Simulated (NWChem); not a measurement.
The numbers come from NWChem runs, not from measurements. System: AlCl2F, charge 0, spin multiplicity 1, at a geometry optimised with B3LYP/def2-SVP. The structure started from a generated list of species. Level: G0W0@PBE0/def2-TZVPD, RI basis def2-tzvpd-rifit.

NWChem printed:

```
             Northwest Computational Chemistry Package (NWChem) 7.3.0
             --------------------------------------------------------

                                NWChem Input Module
                                -------------------

 Scaling coordinates for geometry "geometry" by  1.889725989
 (inverse scale =  0.529177249)

 Turning off AUTOSYM since
 SYMMETRY directive was detected!

                             Geometry "geometry" -> ""
                             -------------------------

 Output coordinates in angstroms (scale by  1.889725989 to convert to a.u.)

  No.       Tag          Charge          X              Y              Z
 ---- ---------------- ---------- -------------- -------------- --------------
    1 Al                  13.0000     0.00000000     0.00000000     0.34468200
    2 F                    9.0000     0.00000000     0.00000000     1.99776000
    3 Cl                  17.0000     1.82097400     0.00000000    -0.66060900
    4 Cl                  17.0000    -1.82097400     0.00000000    -0.66060900

 Effective nuclear repulsion energy (a.u.)     242.1468324101

            Nuclear Dipole moment (a.u.)
            ----------------------------
        X                 Y               Z
 ---------------- ---------------- ----------------
     0.0000000000     0.0000000000     0.0000000000

      Symmetry information
      --------------------

 Group name             C2v
 Group number             16
 Group order               4
 No. of unique centers     3

      Symmetry unique atoms

     1    2    3


 Summary of "ao basis" -> "" (spherical)
 ------------------------------------------------------------------------------
       Tag                 Description            Shells   Functions and Types
 ---------------- ------------------------------  ------  ---------------------
 *                         def2-tzvpd                 on all atoms

 new library libraries.bse/

 Summary of "ri basis" -> "" (spherical)
 ------------------------------------------------------------------------------
       Tag                 Description            Shells   Functions and Types
 ---------------- ------------------------------  ------  ---------------------
 *                      def2-tzvpd-rifit              on all atoms

                                 NWChem DFT Module
                                 -----------------

 Summary of "ao basis" -> "ao basis" (spherical)
 ------------------------------------------------------------------------------
[...]
  ----- ------------  ---------------      ----- ------------  ---------------
     6      2.148168  1 Al s                 89     -1.638736  3 Cl s
   135     -1.638736  4 Cl s                 21     -0.899238  1 Al pz
   107     -0.844565  3 Cl pz               153     -0.844565  4 Cl pz
     5      0.719029  1 Al s                 49      0.644631  2 F  s
    34     -0.569661  1 Al d  0              36      0.566186  1 Al d  2

 center of mass
 --------------
 x =   0.00000000 y =   0.00000000 z =   0.01716342

 moments of inertia (a.u.)
 ------------------
         391.176446103515           0.000000000000           0.000000000000
           0.000000000000        1219.340749919485           0.000000000000
           0.000000000000           0.000000000000         828.164303815970

     Multipole analysis of the density
     ---------------------------------

     L   x y z        total         alpha         beta         nuclear
     -   - - -        -----         -----         ----         -------
     0   0 0 0     -0.000000    -28.000000    -28.000000     56.000000

     1   1 0 0      0.000000      0.000000      0.000000      0.000000
     1   0 1 0     -0.000000     -0.000000     -0.000000      0.000000
     1   0 0 1     -0.218057     -0.109028     -0.109028      0.000000

     2   2 0 0    -33.054662   -217.832109   -217.832109    402.609556
     2   1 1 0      0.000000      0.000000      0.000000      0.000000
     2   1 0 1      0.000000      0.000000      0.000000      0.000000
     2   0 2 0    -28.404325    -14.202163    -14.202163      0.000000
     2   0 1 1      0.000000      0.000000      0.000000      0.000000
     2   0 0 2    -34.867561   -110.820011   -110.820011    186.772461

 Task  times  cpu:       23.4s     wall:       23.4s

                                NWChem Input Module
                                -------------------

                                 NWChem GW Module
                                 ----------------

                             ***********************
                             ***        GW       ***
                             ***********************

 Summary of "ri basis" -> "ri basis" (spherical)
 ------------------------------------------------------------------------------
       Tag                 Description            Shells   Functions and Types
 ---------------- ------------------------------  ------  ---------------------
 Al                     def2-tzvpd-rifit            33      129   10s8p7d6f2g
 F                      def2-tzvpd-rifit            26       92   9s7p5d4f1g
 Cl                     def2-tzvpd-rifit            33      129   10s8p7d6f2g

                 Memory Information
                 ------------------
          Available GA per process is          1699.8 MBs
          Available stack per process is        700.0 MBs
          Available heap per process is           0.0 MBs

          Peak memory in Initialization
              Peak GA per process is                 21.1 MBs
              Peak stack per process is               0.3 MBs
              Peak heap per process is               21.9 MBs
              Memory not in MA per process            0.0 MBs

          Peak memory in CDGW Calculation
              Peak GA per process is                 24.9 MBs
              Peak stack per process is               3.5 MBs
              Peak heap per process is                3.9 MBs
              Memory not in MA per process            0.0 MBs

          Computing 2-center integrals
          Computing Inverse Cholesky factor
          Computing 3-center integrals
          Computing Vxc

          Computing Sigma_x
          Computing W(iw) on the imaginary grid
          Solving quasiparticle equations

                  Alpha Orbitals
          State     Energy (eV)     Error (eV)
          -----------------------------------
@GW        25        -12.555           0.001
@GW        26        -12.470           0.001
@GW        27        -12.174           0.005
@GW        28        -11.914           0.002
@GW        29          0.104           0.004
@GW        30          0.935           0.004

     GW Timing Statistics
   ------------------------
   Init.   :          0.1s
     ERIs  :          3.1s
     Distr.:          0.0s
     Vxc   :          2.9s
   Vmo     :          0.0s
   iW      :          6.6s
   I_n     :          0.0s
   R_n     :          0.9s
   GW total:         13.7s

 Task  times  cpu:       13.7s     wall:       13.7s

 Total times  cpu:       37.1s     wall:       37.1s
```

Task: Write an NWChem input that would produce this output.

Result: This is not unique; one that fits is 
```
start mol
memory heap 200 mb stack 700 mb global 1700 mb
geometry units angstroms nocenter noautoz
  Al     0.000000     0.000000     0.344682
  F      0.000000     0.000000     1.997760
  Cl     1.820974     0.000000    -0.660609
  Cl    -1.820974     0.000000    -0.660609
  symmetry group C2v
end
basis spherical
  * library def2-tzvpd
end
basis "ri basis" bse spherical
  * library def2-tzvpd-rifit
end
dft
  xc pbe0
  iterations 100
  direct
  tolerances tight
end
task dft energy
gw
  method cdgw
  states alpha occ 4 vir 2
end
task dft gw
```
